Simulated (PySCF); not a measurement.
Frontier levels across methods

Species: C4H5BF2.
Geometry (PBE0-D3(BJ)/def2-SVP, Å), atoms numbered from 1 in this order:
```
atom  x, y, z in Å
F1     2.8762    0.7834    0.0527
B2     1.8986   -0.1010    0.0091
F3     1.9886   -1.1275    0.8319
C4     0.6703    0.0658   -0.9558
C5    -0.5471    0.1916   -0.1321
C6    -1.5018    0.8952    0.3988
C7    -1.4534   -0.5512    0.8016
H8     0.8028    0.9402   -1.6089
H9     0.6002   -0.8409   -1.5826
H10   -2.0202    1.8421    0.5223
H11   -1.0953   -0.8321    1.8059
H12   -2.1883   -1.2637    0.3913
```

Basis pcSseg-1 throughout (PySCF), one geometry. Geometry: PBE0-D3(BJ)/def2-SVP, one conformer, isolated molecule.

Problem. How do the orbital energies, the gap and the dipole change with the method?

Solution. 
```json
{"method": "B97-D", "kind": "GGA", "HOMO (eV)": "-5.83", "LUMO (eV)": "-1.19", "gap (eV)": "4.65", "μ (D)": "1.39", "SCF cycles": "15"}
{"method": "OPBE", "kind": "GGA", "HOMO (eV)": "-5.84", "LUMO (eV)": "-1.18", "gap (eV)": "4.66", "μ (D)": "1.36", "SCF cycles": "15"}
{"method": "PBE", "kind": "GGA", "HOMO (eV)": "-5.86", "LUMO (eV)": "-1.33", "gap (eV)": "4.53", "μ (D)": "1.36", "SCF cycles": "14"}
{"method": "KT2", "kind": "GGA", "HOMO (eV)": "-5.89", "LUMO (eV)": "-1.35", "gap (eV)": "4.54", "μ (D)": "1.39", "SCF cycles": "15"}
{"method": "KT3", "kind": "GGA", "HOMO (eV)": "-5.91", "LUMO (eV)": "-1.27", "gap (eV)": "4.65", "μ (D)": "1.39", "SCF cycles": "15"}
{"method": "LDA", "kind": "LDA", "HOMO (eV)": "-5.99", "LUMO (eV)": "-1.62", "gap (eV)": "4.37", "μ (D)": "1.41", "SCF cycles": "14"}
{"method": "BHandHLYP", "kind": "global hybrid", "HOMO (eV)": "-8.04", "LUMO (eV)": "0.81", "gap (eV)": "8.84", "μ (D)": "1.57", "SCF cycles": "13"}
```

The HOMO spans 2.20 eV, from B97-D down to BHandHLYP, and the gap runs from 4.37 eV (LDA) to 8.84 eV (BHandHLYP). The dipole ranges from 1.36 D (OPBE) to 1.57 D (BHandHLYP). This basis has no diffuse functions.
